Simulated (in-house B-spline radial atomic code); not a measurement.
## Ionising the carbon ion C⁴⁺ with different functionals

Computed with a B-spline radial code for spherical atoms: non-relativistic Hamiltonian, point nucleus, spin-polarised at highest spin, spherical fractional occupations for the functionals, and exact exchange of hybrids averaged over the configuration. The ionisation energy is the difference of two self-consistent energies, 1s2 → 1s1, without Breit or QED terms; ε is the level of the shell that loses the electron (its least bound occupied spin orbital).

```
   method                    rung  ΔSCF (eV)  -ε(1s) (eV)
     PBE0           global hybrid     391.38       366.47
    B3LYP           global hybrid     392.05       365.21
    TPSSh           global hybrid     392.19       363.50
   M06-2X           global hybrid     392.40       374.89
BHandHLYP           global hybrid     392.07       375.83
  r2SCAN0           global hybrid          ?            ?
    B97-1           global hybrid     392.20       365.45
    HSE06  range-separated hybrid          ?            ?
    wB97X  range-separated hybrid     393.01       367.48
CAM-B3LYP  range-separated hybrid     391.78       367.09
  LC-wPBE  range-separated hybrid     391.32       363.71
```

Problem. What does HSE06 give?

Solution. ΔSCF 391.43 eV, and -ε(1s) = 366.08 eV.

Problem. What does r2SCAN0 give?

Solution. ΔSCF 392.04 eV, and -ε(1s) = 369.25 eV.

Problem. Among the functionals, which spreads more, the ΔSCF values or the orbital energies?

Solution. The orbital energies: ΔSCF values span about 1.68 eV and the orbital energies 12.32 eV; here energy differences depend much less on the functional than eigenvalues do.

Problem. How do they compare with the NIST value?

Solution. NIST lists 392.091 eV (tabulated theory, ground level to ground level). Errors run from -0.77 to +0.91 eV; BHandHLYP is closest (-0.02 eV), but part of that can be cancellation, since the calculations leave out relativity, Breit-QED terms.
